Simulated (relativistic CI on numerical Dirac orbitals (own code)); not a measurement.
Electric-dipole lines of Ta XIX

Calculated at this level of theory: Dirac-Coulomb-Breit CI, orbitals from a KLI potential per configuration, a model potential for QED, unscaled Slater integrals (own radial code, finite nucleus).

Configurations in the expansion (outside the closed core [Ar] 3d10): 4s²4p⁶4d¹⁰4f⁹, 4s²4p⁶4d¹⁰4f⁸5s, 4s²4p⁶4d¹⁰4f⁷5s², 4s²4p⁶4d¹⁰4f⁷5s5p, 4s²4p⁶4d¹⁰4f⁸5p, 4s²4p⁶4d⁸4f¹¹, 4s²4p⁶4d¹⁰4f⁸6s, 4s²4p⁵4d¹⁰4f¹⁰, 4p⁶4d¹⁰4f¹¹. Levels of other configurations are missing.

```
λ vac (nm)                      Lower                         Upper   A (s⁻¹)  E lower (eV)  E upper (eV)
    38.030  4s²4p⁶4d¹⁰4f⁹ ⁶H°15/2 [1]  4s²4p⁶4d¹⁰4f⁸5s ²K15/2 [396]  7.76e+02        0.0000       32.6013
    40.328  4s²4p⁶4d¹⁰4f⁹ ⁶H°15/2 [1]  4s²4p⁶4d¹⁰4f⁸5s ⁴K17/2 [338]  6.48e+02        0.0000       30.7437
    42.471  4s²4p⁶4d¹⁰4f⁹ ⁶H°15/2 [1]  4s²4p⁶4d¹⁰4f⁸5s ⁴N17/2 [292]  6.23e+02        0.0000       29.1925
    42.473   4s²4p⁶4d¹⁰4f⁹ ⁶H°9/2 [6]   4s²4p⁶4d¹⁰4f⁸5s ⁴G7/2 [371]  2.56e+03        2.7304       31.9219
    42.906  4s²4p⁶4d¹⁰4f⁹ ⁶H°11/2 [3]  4s²4p⁶4d¹⁰4f⁸5s ⁴K13/2 [343]  1.23e+03        1.9332       30.8300
    43.125  4s²4p⁶4d¹⁰4f⁹ ⁶H°13/2 [2]  4s²4p⁶4d¹⁰4f⁸5s ⁴G11/2 [318]  1.05e+03        1.3638       30.1136
    43.256  4s²4p⁶4d¹⁰4f⁹ ⁶H°15/2 [1]  4s²4p⁶4d¹⁰4f⁸5s ⁴I15/2 [280]  5.87e+02        0.0000       28.6632
    43.685  4s²4p⁶4d¹⁰4f⁹ ⁶H°13/2 [2]  4s²4p⁶4d¹⁰4f⁸5s ⁴K13/2 [308]  1.36e+03        1.3638       29.7453
    45.239  4s²4p⁶4d¹⁰4f⁹ ⁶H°13/2 [2]  4s²4p⁶4d¹⁰4f⁸5s ⁴M15/2 [283]  6.00e+02        1.3638       28.7704
```

Terms are leading LS components. Brackets give the number of a level in order of energy, since labels repeat. The list gives strong lines, with weight on those to low levels, without lines whose two gauges differ by over a factor of 2.5, among the lowest 400 of 9460 levels, so that lines to higher ones, which can be the strongest, are missing. Levels whose partners in the same complex of configurations lie outside the list can be far off, and so can their lines. Rates are taken at the computed energies, electric ones in the length gauge.

At this charge energies of transitions that change n are usually good to better than 1 %, and those within a shell (Δn = 0) to a few per cent. Terms inside the open d or f shell come out 10 to 20 % too wide with unscaled integrals.

LS names give the leading component of a level, which can be under half, so a name can repeat, a term be missing and a line seem to break the LS rules.
